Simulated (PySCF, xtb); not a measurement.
C2H8FNSi2, SMILES C[Si@H]1CN[Si@H]1F.

Harmonic wavenumbers (cm⁻¹) from xtb with GFN2-xTB at its own minimum, in rising order: 75, 96, 118, 145, 186, 226, 397, 441, 468, 515, 583, 609, 665, 713, 732, 769, 786, 809, 826, 891, 1072, 1135, 1166, 1329, 1360, 1475, 1481, 1498, 2140, 2254, 2892, 2929, 3029, 3038, 3044, 3465.

Task: What does PySCF 2.14.0 with TPSSh-D3(BJ)/def2-SVP give at its own minimum? (An estimate is asked for; the answer gives what the named calculation found.)

Result: 72, 95, 155, 193, 223, 296, 420, 435, 497, 631, 648, 655, 698, 730, 782, 830, 848, 867, 897, 923, 1039, 1164, 1178, 1278, 1341, 1450, 1453, 1490, 2232, 2256, 2992, 3030, 3041, 3123, 3131, 3550. Paired by order, the mean absolute difference is 45 cm⁻¹ and the zero-point energies are 62.0 and 63.8 kcal/mol.
